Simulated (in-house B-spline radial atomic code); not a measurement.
## Ni6+: [Ar] (3d3/2)1 (3d5/2)2 (6p3/2)1 (an excited or competing configuration)

Level of theory: Dirac-Hartree-Fock, average of the jj configuration, Fermi nucleus of rms radius 3.7757 fm; calculated with a B-spline radial code for spherical atoms.

Screening seen three ways: the hydrogenic charge with the same mean radius, Z_r = [3n² - l(l+1)]/(2<r>), the one with the same energy, Z_e = n√(-2ε), and Slater's rules. Values are occupation-weighted means over j.

| shell | electrons | ε (eV) | <r> (bohr) | Z_r | Z_e | Slater |
| --- | --- | --- | --- | --- | --- | --- |
| 1s | 2 | -8554.8 | 0.05407 | 27.74 | 25.08 | 27.70 |
| 2s | 2 | -1203.2 | 0.2432 | 24.67 | 18.81 | 23.85 |
| 2p | 6 | -1052 | 0.2145 | 23.31 | 17.59 | 23.85 |
| 3s | 2 | -271.55 | 0.6999 | 19.29 | 13.40 | 16.75 |
| 3p | 6 | -222.44 | 0.7175 | 17.42 | 12.13 | 16.75 |
| 3d | 3 | -154.67 | 0.7238 | 14.51 | 10.12 | 9.30 |
| 6p | 1 | -26.18 | 5.353 | 9.90 | 8.32 | 7.00 |

The least bound orbital is 6p3/2 at -26.18 eV, and it is also the most diffuse (<r> = 5.353 bohr).

For the 1s electron the small component carries 1.02 % of the norm, the zero-frequency Breit interaction raises the level by 10.63 eV, self-energy by 5.313 eV, and vacuum polarisation lowers it by 0.4727 eV.
